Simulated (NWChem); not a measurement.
Molecule: AlAsH$_{3}$OF; SMILES [OH][Al]([F])[AsH2]

```xyz
7

Al     0.0057     1.0354    -0.0007
As    -0.0269    -1.3852     0.0472
H      1.0804    -1.3790    -1.0261
H     -1.1333    -1.3600    -1.0272
F     -1.4212     1.9271     0.0271
O      1.5096     1.8534     0.0261
H      1.5810     2.8212     0.0528
```
Atoms are numbered in this order, from 1.

All runs: NWChem. The geometry was optimised at PBE-D3(BJ)/def2-SVP. Total energies compare along this basis series because the functional is fixed.

```json
[
 {"level": "Hartree-Fock/def2-SVP", "basis functions": "93", "energy (Ha)": "-2651.8160", "highest occupied level (eV)": "-10.09", "orbital gap (eV)": "12.37", "dipole (D)": "1.02"},
 {"level": "Hartree-Fock/def2-SVPD", "basis functions": "132", "energy (Ha)": "-2651.8378", "highest occupied level (eV)": "-10.15", "orbital gap (eV)": "11.20", "dipole (D)": "0.76"},
 {"level": "Hartree-Fock/def2-TZVP", "basis functions": "165", "energy (Ha)": "-2652.4078", "highest occupied level (eV)": "-10.11", "orbital gap (eV)": "12.17", "dipole (D)": "0.80"},
 {"level": "Hartree-Fock/def2-TZVPP", "basis functions": "194", "energy (Ha)": "-2652.4100", "highest occupied level (eV)": "-10.11", "orbital gap (eV)": "12.15", "dipole (D)": "0.79"}
]
```
